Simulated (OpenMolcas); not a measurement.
**Tb3+: moving the ligands**

Tb3+ with 8 ligands (fluoride) in square antiprismatic coordination (D4d) at 2.35 Å, a polar angle of 63.6° against the regular 57.3°. A charge of +0.625 e stands 2.4 Å behind each ligand. Ligand basis ANO-RCC-VDZP.
```
Tb    0.0000    0.0000    0.0000
F     1.9447    0.8055    1.0448
F    -0.8055    1.9447    1.0448
F    -1.9447   -0.8055    1.0448
F     0.8055   -1.9447    1.0448
F     1.9447   -0.8055   -1.0448
F     0.8055    1.9447   -1.0448
F    -1.9447    0.8055   -1.0448
F    -0.8055   -1.9447   -1.0448
```

```yaml
Program: OpenMolcas 26.06
Method: CASSCF
Basis: ANO-RCC-VDZP [7s6p4d2f1g]
Scalar_Hamiltonian: DKH2, point nucleus
Active_space: 8 electrons in 7 orbitals (4f)
State_averaging: 2S+1 = 7 even, 7 roots; 2S+1 = 5 even, 62 roots kept (CI in the orbitals of an earlier block); 2S+1 = 3 even, 1 root kept (CI in the orbitals of an earlier block, 0 in the spin-orbit step)
Spin-orbit_coupling: RASSI with atomic mean-field integrals over the reference wave functions
```

Runs around this geometry, states. Energies in cm-1 above the lowest state or level, χT in cm3 K/mol.

| R (Å) | Ground state | First state of that spin | First gap with spin-orbit (degeneracies) | Width of lowest J | χT at 300 K |
| --- | --- | --- | --- | --- | --- |
| 2.29 | 2S+1 = 7 | 67.1 | 27.1 (1, 2) | 1085 | 11.560 |
| 2.35 | 2S+1 = 7 | 30.5 | 26.5 (1, 2) | 1040 | 11.579 |
| 2.5 | 2S+1 = 7 | 26.0 | 24.2 (1, 2) | 921 | 11.622 |

Taking the width of the lowest J multiplet as R^-n, n = -ln(921 / 1085) / ln(2.5 / 2.29) = 1.9 between the shortest and longest distance.

High states are left out of the spin-orbit mixing, which shifts the levels that they would mix with. Without dynamic correlation the ligand-field splitting of an f shell can come out too small, at times by half. A group larger than the point group allows holds several states that coincide in this model. No measured value stands beside these numbers; the geometry is a model, was not optimised and need not be the one that this ion takes.

A state without a sure symmetry label is named by its multiplicity alone.
